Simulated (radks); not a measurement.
The numbers below are computed, except where a source is named.
Zn3+, 27 electrons, occupied as [Ar] 3d9.

Code: a radial shooting solver on a logarithmic mesh with Libxc functionals. Model: Dirac Kohn-Sham, LDA (Slater exchange, Perdew-Wang correlation), spin-unpolarised, spherical densities, finite nucleus; open shells fill j = l - 1/2 first; Fermi nuclear charge, rms radius 3.9283 fm.

Energy parts (eV):
total: -48730.581
kinetic: 49618.450
electron-nucleus: -116519.828
Hartree: 20011.931
exchange-correlation: -1841.133

Orbitals (lengths in bohr, moments of r in powers of bohr; <r^-3> diverges for s and p1/2; r(90%) holds 90 % of the orbital's charge):
\begin{tabular}{lrrrrrr}
orbital & occ. & eigenvalue (eV) & r(90%) & <r> & <r^-3> & small-component weight \\ \hline
1s1/2 & 2 & -9547.153 & 0.0900 & 0.05038 & - & 1.17e-02 \\
2s1/2 & 2 & -1198.355 & 0.351 & 0.2264 & - & 2.23e-03 \\
2p1/2 & 2 & -1061.665 & 0.321 & 0.1961 & - & 2.22e-03 \\
2p3/2 & 4 & -1037.845 & 0.326 & 0.1995 & 768.3 & 2.18e-03 \\
3s1/2 & 2 & -170.4761 & 1.02 & 0.6788 & - & 5.03e-04 \\
3p1/2 & 2 & -127.0509 & 1.08 & 0.7002 & - & 4.57e-04 \\
3p3/2 & 4 & -123.9268 & 1.10 & 0.7106 & 101.5 & 4.46e-04 \\
3d3/2 & 4 & -51.2907 & 1.39 & 0.8172 & 10.66 & 3.24e-04 \\
3d5/2 & 5 & -50.8936 & 1.40 & 0.8221 & 10.39 & 3.21e-04 \\
\end{tabular}

The highest occupied level is 3d5/2 at -50.894 eV. The electron density at the nucleus is 2.494e+04 e/bohr^3. Summed over all electrons, <r^2> = 12.75 bohr^2, which gives a Langevin (diamagnetic) susceptibility term of -10.1 x 10^-6 cm^3/mol. For comparison, the ionisation energy in NIST's Atomic Spectra Database is 59.57 eV (measured). In exact Kohn-Sham theory the highest level is minus the ionisation energy, but local and semilocal functionals leave it too shallow, through self-interaction and a potential that decays too fast; potentials with the right tail come closer.

Beside tabulated values, note that spin-unpolarised runs miss the spin-polarisation part of the exchange energy of open shells.
